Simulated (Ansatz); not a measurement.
`C=C[SiH2][AlH2]` + `N[SiH3]` → `C=C[SiH2]N[SiH3]` + `[AlH3]` at 400 K and 1 bar (cleavage of the Si–Al bond).

Isolated molecules relaxed with PBE0-D4/def2-TZVP in Ansatz; ΔE leaves out vibrations. CCSD(T)/CBS is the MP2 limit (def2-TZVPP, def2-QZVPP) plus CCSD(T) − MP2 in def2-TZVPP, frozen cores. This one scheme is used for every species. One conformer a species, not always the lowest.

```csv
species,CCSD(T)/CBS energy (Eh),H − E (kJ/mol),S (J/(mol·K))
`C=C[SiH2][AlH2]`,-611.35956,224.8,394.8
`N[SiH3]`,-346.80422,153.0,285.3
`C=C[SiH2]N[SiH3]`,-714.40667,305.7,432.0
`[AlH3]`,-243.78045,63.6,220.9
```

H − E and S are ideal-gas, rigid-rotor, harmonic terms from PBE0-D4/def2-TZVP, for one conformer and one mirror image of each species. 1 Eh = 2625.50 kJ/mol, R = 8.31446 J/(mol·K).

**Question.** By hand: ΔE, ΔH, ΔS and ΔG.

**Answer.** ΔE = (-714.40667) + (-243.78045) − (-611.35956) − (-346.80422) = -0.02334 Eh = -61.3 kJ/mol. Δ(H − E) = 305.7 + 63.6 − 224.8 − 153.0 = -8.5, so ΔH = -69.8 kJ/mol. ΔS = 432.0 + 220.9 − 394.8 − 285.3 = -27.2 J/(mol·K). ΔG = -69.8 − 400 × (-27.2)/1000 = -58.9 kJ/mol.

**Question.** By hand: the equilibrium constant, and the temperature at which ΔG would vanish if ΔH and ΔS stayed fixed.

**Answer.** log₁₀ K = −ΔG/(RT ln 10) = 7.7. ΔG = 0 at ΔH/ΔS = 2566 K, far beyond where these terms or the molecules hold.

ΔH outweighs TΔS. A doubt of 5 kJ/mol in ΔE shifts log₁₀ K by 0.7 here. Other conformers and mirror images would add mixing entropy, several J/(mol·K) or more a flexible species. Modes under 60 cm⁻¹, often nearly free rotors, make the harmonic entropy too high. These are equilibria of isolated gas molecules and say nothing of rates. Largest T1 diagnostic: 0.012 (customary marks: 0.02 for closed shells, 0.045 for open ones).
